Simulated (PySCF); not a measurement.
C₂H₄OSe, SMILES C1OC[Se]1.

The structure is a stationary point at PBE-D3(BJ)/def2-SVP. This is a generated structure with no PubChem entry under its InChIKey; it may be hypothetical.

Calculation: PBE/def2-TZVP in PySCF.

Gas-phase values at a fixed geometry.

* **total energy**: -2554.86311 hartree
* **point group**: C2v
* **highest occupied level**: -5.19 eV
* **lowest empty level**: -2.07 eV
* **orbital gap**: 3.13 eV
* **dipole moment**: 0.14 D
* **quadrupole, principal values (traceless, Buckingham form, about the centre of nuclear charge)**: -5.92, -1.59, 7.51 D·Å
* **mean static polarisability**: 52.8 bohr³ (7.82 Å³)
* **polarisability, principal values**: 42.8, 57.0, 58.6 bohr³
